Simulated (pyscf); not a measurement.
PySCF, gas phase, ωB97X-D3(BJ)/def2-SVP geometries.

SMILES: [Ga]([CH3])([NH][Ga]([NH2])[NH2])[CH3]
```xyz
18

C     -1.5447    -2.1367    -0.0195
Ga    -0.8886    -1.0195    -1.5020
C     -1.3173    -1.3296    -3.3996
N      0.1868     0.3983    -1.0706
Ga     0.7816     0.8624     0.5967
N      2.1770     2.0134     0.8007
N      0.0107     0.1403     2.0834
H     -0.8327    -2.1380     0.8199
H     -2.5070    -1.7461     0.3548
H     -1.7192    -3.1752    -0.3416
H     -0.8747    -0.5679    -4.0598
H     -0.9507    -2.3186    -3.7217
H     -2.4091    -1.3270    -3.5545
H      0.5529     0.9462    -1.8446
H      2.5953     2.2278     1.6975
H      2.7865     2.2840     0.0388
H     -0.9279    -0.2399     2.0611
H      0.2462     0.4631     3.0145
```
Charge 0, spin multiplicity 1.

How much does it cost (ΔH, 298 K, ωB97M-D3(BJ)/def2-TZVP) to split H₃C–Ga(CH₃)–NH–Ga(NH₂)–NH₂ at its Ga–N bond into [H₃C–Ga–CH₃]• + •HN–Ga(NH₂)–NH₂?

Ga–N to [H₃C–Ga–CH₃]• + •HN–Ga(NH₂)–NH₂: 413.5 kJ/mol. The 7 functionals that were run give +394.8 (PBE) to +429.9 kJ/mol (ωB97X-D3(BJ)/def2-TZVP). The radicals are drawn with the spin at the cut bond; how far it spreads was not checked. Other isomers of [H₃C–Ga–CH₃]•, •HN–Ga(NH₂)–NH₂ were not searched in full and may lie lower. Elements up to Kr have no core potential and no relativistic terms here.
